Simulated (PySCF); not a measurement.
Here is a job for PySCF.
```python
from pyscf import gto, scf, dft, tdscf

mol = gto.M(
    atom='''
Si    1.037084   -0.239241    0.132351
O    -0.431336   -0.002272   -0.510801
C    -1.601958    0.437848    0.101773
H     1.736082   -0.682151   -1.060803
H     1.573417    0.999130    0.707819
H     0.997193   -1.242698    1.201766
H    -1.464619    1.427823    0.544815
H    -2.382722    0.492420   -0.658526
H    -1.916099   -0.254070    0.887789
''',
    basis='6-31g',
    charge=0,
    spin=0,
    verbose=4,
)

mf = dft.RKS(mol)
mf.xc = 'wb97x'
mf.kernel()
td = mf.TDDFT()
td.nstates = 5
td.kernel()
td.analyze()
```

Question: Estimate the lowest excitation energy found that WB97X/6-31G, TDDFT run with PySCF returns for this input.

Answer: 7.07 eV

Question: Estimate the excitation energies found that WB97X/6-31G, TDDFT returns for this input.

Answer: 7.07, 7.69, 9.56, 9.64, 9.69 eV

Question: What nuclear repulsion energy does WB97X/6-31G, TDDFT give?

Answer: 118.9289 Eh

Question: What is the computed number of basis functions (WB97X/6-31G, TDDFT)?

Answer: 43

Question: What is the computed total energy (WB97X/6-31G, TDDFT)?

Answer: -406.2881 Eh
